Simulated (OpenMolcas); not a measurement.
3d4 along the 22-electron sequence

```yaml
Program: OpenMolcas 26.06
Method: MS-CASPT2, IPEA 0.25 Eh, imaginary shift 0.1 Eh
Basis: ANO-RCC-VQZP
Scalar_Hamiltonian: DKH2, point nucleus
Spin-orbit_coupling: state interaction with AMFI integrals over the reference wave functions, term energies averaged over their components
```

Active space for each ion: 4 electrons in 10 orbitals (3d 4d); closed shells correlated by CASPT2: 3s 3p.

Computed levels in cm-1 above 5D0:

| Level | Cr2+ | Mn3+ | Fe4+ | Co5+ | Ni6+ | Cu7+ |
| --- | --- | --- | --- | --- | --- | --- |
| 5D1 | 68.4 | 102 | 149 | 212 | 285 | 382 |
| 5D2 | 203 | 301 | 436 | 619 | 826 | 1097 |
| 5D3 | 398 | 589 | 849 | 1194 | 1583 | 2080 |
| 5D4 | 649 | 957 | 1370 | 1914 | 2520 | 3280 |
| 3P0(1) | 16770 | 20920 | 24560 | 27670 | 30640 | 33450 |
| 3P1(1) | 17170 | 21530 | 25450 | 28940 | 32340 | 35700 |
| 3H4 | 17340 | 21450 | 25280 | 28770 | 32180 | 35500 |
| 3H5 | 17500 | 21680 | 25620 | 29260 | 32850 | 36420 |
| 3H6 | 17670 | 21940 | 25990 | 29790 | 33560 | 37350 |
| weight of 5D in the lowest level (%) | 100 | 100 | 100 | 100 | 99 | 99 |

Measured, with the error of the calculation in %. Measured levels: Cr2+ from Sugar and Corliss, J. Phys. Chem. Ref. Data 6, 317 (1977); Mn3+ from Corliss and Sugar, J. Phys. Chem. Ref. Data 6, 1253 (1977); Fe4+ from Corliss and Sugar, J. Phys. Chem. Ref. Data 11, 135 (1982); Co5+ from Sugar and Corliss, J. Phys. Chem. Ref. Data 10, 1097 (1981); Ni6+ from Corliss and Sugar, J. Phys. Chem. Ref. Data 10, 197 (1981).

```tsv
Level	Cr2+	Mn3+	Fe4+	Co5+	Ni6+
5D1	62.2 (+10.0)	99.0 (+3.2)	142 (+4.6)	204 (+3.9)	279 (+2.2)
5D2	183 (+10.6)	287 (+5.1)	417 (+4.6)	589 (+5.0)	804 (+2.8)
5D3	357 (+11.5)	552 (+6.8)	803 (+5.7)	1125 (+6.2)	1520 (+4.1)
5D4	576 (+12.6)	886 (+8.1)	1283 (+6.8)	1782 (+7.4)	2392 (+5.3)
3P0(1)	16771 (0)	20654 (+1.3)	24055 (+2.1)	27166 (+1.9)	30077 (+1.9)
3P1(1)	17169 (0)	21279 (+1.2)	24973 (+1.9)	28462 (+1.7)	31836 (+1.6)
3H4	17274 (+0.4)	21281 (+0.8)	24932 (+1.4)	28377 (+1.4)	31672 (+1.6)
3H5	17397 (+0.6)	21475 (+1.0)	25226 (+1.6)	28806 (+1.6)	32286 (+1.8)
3H6	17531 (+0.8)	21679 (+1.2)	25528 (+1.8)	29234 (+1.9)	32877 (+2.1)
```

The fine-structure level 5D4 changes by a factor of 5.05 from Cr2+ to Cu7+. Its fourth root runs 5.05, 5.56, 6.08, 6.61, 7.09, 7.57, with steps per unit of Z of 0.51, 0.52, 0.53, 0.47, 0.48; equal steps would mean a (Z - σ)^4 law with constant σ.

3P0(1) changes by a factor of 1.99 over the same range, with steps per unit of Z of +4150, +3640, +3110, +2970, +2810 cm-1.

Term energies are means over components that CASPT2 splits; among the terms shown or strongly mixed into the levels shown the widest spread is 420 cm-1 (3d4 3H, Fe4+). Active for correlation alone: 4d; no level in the range computed is led by a configuration that fills it, so any true level of that kind is missing. The CASPT2 spread within a term exceeds the gap to the next term for 3d4 3P(1) and 3d4 3H, so the order of their levels is uncertain (holds for Cr2+). Computed and measured levels are paired by configuration, term and J; levels that our copy of the source lacks, or whose pairing is in doubt (as where it misses far off the trend of its configuration), stay unpaired and out of the deviations. Only configurations of the active space appear.

A number in round brackets counts repeated terms of one configuration in the order of the reference energies.
